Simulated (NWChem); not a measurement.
System: C₂H₄FNSi; SMILES N#CC[SiH2]F

Here is an NWChem input.

```
start job
memory heap 200 mb stack 900 mb global 1100 mb
geometry units angstroms noautoz
  N      0.720999    -2.545548    -0.222186
  C      0.034522    -1.676037     0.115036
  C     -0.807848    -0.563772     0.505457
  Si    -0.334317     1.077698    -0.306850
  F      1.100196     1.549145     0.284125
  H     -0.776540    -0.436475     1.600721
  H     -1.856109    -0.784152     0.237839
  H     -1.356108     2.089044     0.074210
  H     -0.220504     0.918359    -1.778306
end
basis spherical
  * library def2-svp
end
dft
  xc n12
  iterations 150
  mulliken
end
task dft energy
```

Output (shortened):

```
             Northwest Computational Chemistry Package (NWChem) 7.3.0
             --------------------------------------------------------

 C1  symmetry detected

                             Geometry "geometry" -> ""
                             -------------------------

 Output coordinates in angstroms (scale by  1.889725989 to convert to a.u.)

  No.       Tag          Charge          X              Y              Z
 ---- ---------------- ---------- -------------- -------------- --------------
    1 N                    7.0000     0.69207389    -2.53373601    -0.25218289
    2 C                    6.0000     0.00647093    -1.66697601     0.09378593
    3 C                    6.0000    -0.83502491    -0.55796165     0.49518487
    4 Si                  14.0000    -0.36848368     1.08849015    -0.31106184
    5 F                    9.0000     1.06889424     1.55868027     0.27392299
    6 H                    1.0000    -0.79737844    -0.43651681     1.59091377
    7 H                    1.0000    -1.88456684    -0.77830865     0.23260763
    8 H                    1.0000    -1.38932028     2.09639607     0.08149721
    9 H                    1.0000    -0.26320446     0.93722285    -1.78400433

 Effective nuclear repulsion energy (a.u.)     202.1336526409

                                 NWChem DFT Module
                                 -----------------

 Summary of "ao basis" -> "ao basis" (spherical)
 ------------------------------------------------------------------------------
       Tag                 Description            Shells   Functions and Types
 ---------------- ------------------------------  ------  ---------------------
 N                          def2-svp                 6       14   3s2p1d
 C                          def2-svp                 6       14   3s2p1d
 Si                         def2-svp                 8       18   4s3p1d
 F                          def2-svp                 6       14   3s2p1d
 H                          def2-svp                 3        5   2s1p

            General Information
            -------------------
          SCF calculation type: DFT
          Wavefunction type:  closed shell.
          No. of atoms     :     9
          No. of electrons :    46
           Alpha electrons :    23
            Beta electrons :    23
          Charge           :     0
          Spin multiplicity:     1
          Use of symmetry is: off; symmetry adaption is: off
          Maximum number of iterations: 150
          AO basis - number of functions:    94
                     number of shells:    44
          Convergence on energy requested:  1.00D-06
          Convergence on density requested:  1.00D-05
          Convergence on gradient requested:  5.00D-04

              XC Information
              --------------
                          N12 Method XC Functional
                           N12 Exchange Functional  1.000
                         N12 Correlation Potential  1.000

             Grid Information
             ----------------
          Grid used for XC integration:  medium
          Radial quadrature: Mura-Knowles
          Angular quadrature: Lebedev.
          Tag              B.-S. Rad. Rad. Pts. Rad. Cut. Ang. Pts.
          ---              ---------- --------- --------- ---------
          N                   0.65       49          12.0       434
          C                   0.70       49          11.0       434
          Si                  1.10       88           9.0       590
          F                   0.50       49          10.0       434
          H                   0.35       45          11.0       434
          Grid pruning is: on
          Number of quadrature shells:   464
          Spatial weights used:  Erf1

      Superposition of Atomic Density Guess
      -------------------------------------

 Sum of atomic energies:        -519.52197439

      Non-variational initial energy
      ------------------------------

 Total energy =    -521.505330
 1-e energy   =   -1117.615217
 2-e energy   =     393.976234
 HOMO         =      -0.365974
 LUMO         =       0.051195

     ---------------------------------------------
      Total Density - Mulliken Population Analysis
     ---------------------------------------------

    Atom       Charge   Shell Charges
 -----------   ------   -------------------------------------------------------
    1 N    7     7.59   1.99  1.13  0.56  2.41  1.47  0.03
    2 C    6     5.68   1.99  0.98  0.24  1.64  0.77  0.06
    3 C    6     6.35   1.99  0.95  0.18  2.03  1.18  0.02
    4 Si  14    12.95   2.00  1.99  0.94  0.24  5.93  0.95  0.70  0.21
    5 F    9     9.58   1.99  1.14  0.78  3.52  2.14  0.00
    6 H    1     0.84   0.63  0.18  0.03
    7 H    1     0.83   0.63  0.18  0.03
    8 H    1     1.09   0.70  0.38  0.01
    9 H    1     1.10   0.70  0.38  0.01

   convergence    iter        energy       DeltaE   RMS-Dens  Diis-err
 ---------------- ----- ----------------- --------- --------- ---------
 d= 0,ls=0.0,diis     1   -522.2517331845 -7.24D+02  2.61D-02  1.06D+00
 d= 0,ls=0.0,diis     2   -521.6830290381  5.69D-01  1.88D-02  5.57D+00
 d= 0,ls=0.0,diis     3   -522.3669064309 -6.84D-01  3.86D-03  1.96D-01
 d= 0,ls=0.0,diis     4   -522.3828553309 -1.59D-02  2.04D-03  6.15D-02
 d= 0,ls=0.0,diis     5   -522.3881506994 -5.30D-03  6.74D-04  7.16D-03
  Resetting Diis
 d= 0,ls=0.0,diis     6   -522.3888876512 -7.37D-04  1.43D-04  1.24D-04
 d= 0,ls=0.0,diis     7   -522.3889059953 -1.83D-05  6.47D-05  8.29D-06
 d= 0,ls=0.0,diis     8   -522.3889045156  1.48D-06  4.11D-05  2.15D-05
 d= 0,ls=0.0,diis     9   -522.3889065472 -2.03D-06  1.23D-05  4.41D-06
 d= 0,ls=0.0,diis    10   -522.3889070534 -5.06D-07  3.04D-06  1.55D-07

         Total DFT energy =     -522.388907053417
      One electron energy =    -1121.700651372137
           Coulomb energy =      447.810094338988
    Exchange-Corr. energy =      -50.632002661177
 Nuclear repulsion energy =      202.133652640910

 Numeric. integr. density =       46.000001705902

                       DFT Final Molecular Orbital Analysis
                       ------------------------------------

 Vector   21  Occ=2.000000D+00  E=-3.005211D-01
              MO Center=  7.2D-01, -2.5D+00, -2.9D-01, r^2= 1.7D+00
   Bfn.  Coefficient  Atom+Function         Bfn.  Coefficient  Atom+Function
  ----- ------------  ---------------      ----- ------------  ---------------
     5      0.389874  1 N  py                 3      0.355251  1 N  s
     2      0.318719  1 N  s                  4     -0.268603  1 N  px
     8     -0.197577  1 N  py                16     -0.173258  2 C  s
    18     -0.166045  2 C  px                19      0.162754  2 C  py
     1      0.152764  1 N  s                  7      0.135889  1 N  px

 Vector   22  Occ=2.000000D+00  E=-2.897831D-01
              MO Center=  2.4D-01, -2.0D+00, -9.6D-03, r^2= 1.7D+00
   Bfn.  Coefficient  Atom+Function         Bfn.  Coefficient  Atom+Function
  ----- ------------  ---------------      ----- ------------  ---------------
     6      0.344313  1 N  pz                20     -0.303041  2 C  pz
     4      0.286438  1 N  px                18     -0.242281  2 C  px
     9     -0.186116  1 N  pz                23     -0.177699  2 C  pz
     7     -0.154380  1 N  px                21     -0.145556  2 C  px
    75      0.137864  6 H  s                 80     -0.135890  7 H  s

 Vector   23  Occ=2.000000D+00  E=-2.749349D-01
              MO Center=  8.2D-02, -1.3D+00, -3.1D-02, r^2= 3.3D+00
   Bfn.  Coefficient  Atom+Function         Bfn.  Coefficient  Atom+Function
  ----- ------------  ---------------      ----- ------------  ---------------
     5      0.249771  1 N  py                 6     -0.244356  1 N  pz
     4      0.228149  1 N  px                19     -0.214735  2 C  py
    33      0.190895  3 C  py                20      0.171349  2 C  pz
    31      0.170277  3 C  s                 51     -0.160016  4 Si py
    22     -0.156252  2 C  py                18     -0.148031  2 C  px

 Vector   24  Occ=0.000000D+00  E=-2.042125D-02
              MO Center= -3.8D-01,  5.3D-01, -3.5D-01, r^2= 4.3D+00
   Bfn.  Coefficient  Atom+Function         Bfn.  Coefficient  Atom+Function
  ----- ------------  ---------------      ----- ------------  ---------------
    53      0.881689  4 Si px                54      0.401984  4 Si py
    46     -0.382449  4 Si s                 63     -0.363348  5 F  s
    86      0.362471  8 H  s                 50      0.273286  4 Si px
    31      0.250406  3 C  s                 81      0.225427  7 H  s
    91      0.214589  9 H  s                 23     -0.165432  2 C  pz

 Vector   25  Occ=0.000000D+00  E=-4.506560D-03
              MO Center= -1.4D-01, -1.5D+00,  1.6D-01, r^2= 3.3D+00
   Bfn.  Coefficient  Atom+Function         Bfn.  Coefficient  Atom+Function
  ----- ------------  ---------------      ----- ------------  ---------------
    81     -0.623852  7 H  s                 76      0.612899  6 H  s
     9      0.334661  1 N  pz                37     -0.324904  3 C  pz
    23     -0.317486  2 C  pz                35     -0.318408  3 C  px
     6     -0.310385  1 N  pz                20     -0.308796  2 C  pz
     7      0.307091  1 N  px                21     -0.289588  2 C  px

 Vector   26  Occ=0.000000D+00  E=-3.547708D-04
              MO Center= -3.7D-01, -5.3D-01,  1.2D-01, r^2= 5.2D+00
   Bfn.  Coefficient  Atom+Function         Bfn.  Coefficient  Atom+Function
  ----- ------------  ---------------      ----- ------------  ---------------
    31      0.952493  3 C  s                 76     -0.666586  6 H  s
    81     -0.506817  7 H  s                 45      0.483230  4 Si s
    54      0.389745  4 Si py                86     -0.388207  8 H  s
    55      0.291034  4 Si pz                 8      0.241578  1 N  py
    63     -0.229671  5 F  s                 53      0.227869  4 Si px

     ---------------------------------------------
      Total Density - Mulliken Population Analysis
     ---------------------------------------------

    Atom       Charge   Shell Charges
 -----------   ------   -------------------------------------------------------
    1 N    7     6.95   1.99  1.11  0.46  2.27  1.10  0.03
    2 C    6     6.24   1.99  0.95  0.20  2.07  0.99  0.04
    3 C    6     6.17   1.98  0.92  0.07  2.18  0.99  0.02
    4 Si  14    13.35   2.00  1.98  1.06  0.15  5.95  1.26  0.66  0.31
    5 F    9     9.31   1.99  1.13  0.79  3.45  1.94  0.00
    6 H    1     0.92   0.73  0.16  0.03
    7 H    1     0.92   0.73  0.16  0.03
    8 H    1     1.07   0.75  0.31  0.01
    9 H    1     1.06   0.75  0.30  0.01

     -------------------------------------------
      Total Density - Lowdin Population Analysis
     -------------------------------------------

    Atom       Charge   Shell Charges
 -----------   ------   -------------------------------------------------------
    1 N    7     7.08   1.97  0.87  0.59  2.12  1.47  0.05
    2 C    6     6.05   1.97  0.64  0.30  1.89  1.14  0.11
    3 C    6     6.23   1.96  0.59  0.32  1.96  1.33  0.07
    4 Si  14    13.42   2.00  1.93  0.66  0.32  5.83  1.27  0.93  0.48
    5 F    9     9.20   1.98  1.02  0.77  3.30  2.14  0.01
    6 H    1     0.93   0.62  0.24  0.07
    7 H    1     0.93   0.62  0.24  0.07
    8 H    1     1.09   0.65  0.41  0.02
    9 H    1     1.08   0.65  0.41  0.03

     Multipole analysis of the density
     ---------------------------------

     L   x y z        total         alpha         beta         nuclear
     -   - - -        -----         -----         ----         -------
     0   0 0 0      0.000000    -23.000000    -23.000000     46.000000

     1   1 0 0     -1.316407     -0.658203     -0.658203      0.000000
     1   0 1 0      0.912894      0.456447      0.456447     -0.000000
     1   0 0 1      0.235317      0.117659      0.117659      0.000000

     2   2 0 0    -26.615071    -59.565752    -59.565752     92.516434
     2   1 1 0      1.749447      3.569223      3.569223     -5.388998
     2   1 0 1     -0.235004      1.328345      1.328345     -2.891693
     2   0 2 0    -33.674489   -209.677917   -209.677917    385.681345
     2   0 1 1     -1.914098      1.537889      1.537889     -4.989877
     2   0 0 2    -25.356716    -30.129363    -30.129363     34.902010
```

Level: N12/def2-SVP. The geometry was optimised at PBE0/def2-SVP.
